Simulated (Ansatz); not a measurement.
Species: C₂H₆N₂, SMILES `N(=C\N)/C` (N–C–N–H torsion 14°) (charge 0, multiplicity 1), formula C₂H₆N₂.

Problem. How many basis functions does frozen-core CCSD(T)/cc-pVTZ // B3LYP-D3(BJ)/def2-TZVP (Ansatz, an electronic-structure program) use, how many core orbitals are frozen, and how many electrons are correlated?

Solution. 204 basis functions and 4 frozen orbitals, which leaves 24 correlated electrons. Core time is of the order of seconds.
